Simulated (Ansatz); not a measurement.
Consider the ligand exchange at the Si–O bond: `CO[SiH](N)Br` + H–F → `N[SiH](F)Br` + CH₃OH.

Isolated molecules relaxed with PBE0-D4/def2-TZVP in Ansatz; ΔE leaves out vibrations. CCSD(T)/CBS is the MP2 limit (def2-TZVPP, def2-QZVPP) plus CCSD(T) − MP2 in def2-TZVPP, frozen cores. This one scheme is used for every species. DFT in def2-TZVPP. For Br outer-core shells are correlated without core-valence functions, which leaves a few kJ/mol of doubt a bond. Scalar relativity is left out up to krypton. One conformer a species, not always the lowest.

`CO[SiH](N)Br`:

```xyz
11

C     1.334    0.832   -1.102
O     0.280    0.778   -0.166
Si   -0.356   -0.599    0.431
N    -1.651   -0.325    1.480
Br   -1.107   -1.799   -1.291
H     1.023    0.421   -2.067
H     2.212    0.278   -0.751
H     1.614    1.878   -1.236
H     0.692   -1.382    1.121
H    -1.491   -0.060    2.438
H    -2.549   -0.022    1.142
```

H–F:

```xyz
2

F    -0.369   -0.204   -0.185
H     0.369    0.204    0.185
```

`N[SiH](F)Br`:

```xyz
7

N    -0.570    0.915    0.074
Si    0.406   -0.459    0.070
F    -0.188   -1.697    0.879
Br    0.607   -1.146   -2.017
H    -1.354    1.022   -0.547
H    -0.617    1.529    0.870
H     1.716   -0.164    0.672
```

CH₃OH:

```xyz
6

C     0.184    0.299    0.060
O    -0.033   -1.026   -0.368
H     1.231    0.531   -0.136
H     0.003    0.426    1.135
H    -0.434    1.022   -0.487
H    -0.950   -1.253   -0.203
```

(1) Is it downhill or uphill in electronic energy at CCSD(T)/CBS, and by how much? (Best estimate.)

(2) What do these levels give: r2SCAN-D4, ωB97M-V, PBE, HF/def2-TZVPP, CCSD/def2-TZVPP, HF/CBS(def2)? (Best estimate.)

Largest T1 diagnostic among the species: 0.009.

## Answers

(1) Computed: Downhill: ΔE = -8.3 kcal/mol.

(2) Computed: r2SCAN-D4 -9.7, ωB97M-V -9.3, PBE -10.4, HF/def2-TZVPP -11.7, CCSD/def2-TZVPP -8.9, HF/CBS(def2) -12.0 kcal/mol.

The D4 term adds +2.3 kcal/mol with B3LYP and +1.3 kcal/mol with PBE0; it sums over pairs of atoms, weighted by their polarisabilities, and B3LYP, whose exchange is more repulsive, gets the larger term. In def2-TZVPP, CCSD(T) changes the Hartree–Fock value by +3.4 kcal/mol (the triples alone add +0.6 kcal/mol) and MP2 by +4.1 kcal/mol.

B3LYP here is the variant with VWN-RPA as its local correlation; programs differ in this.
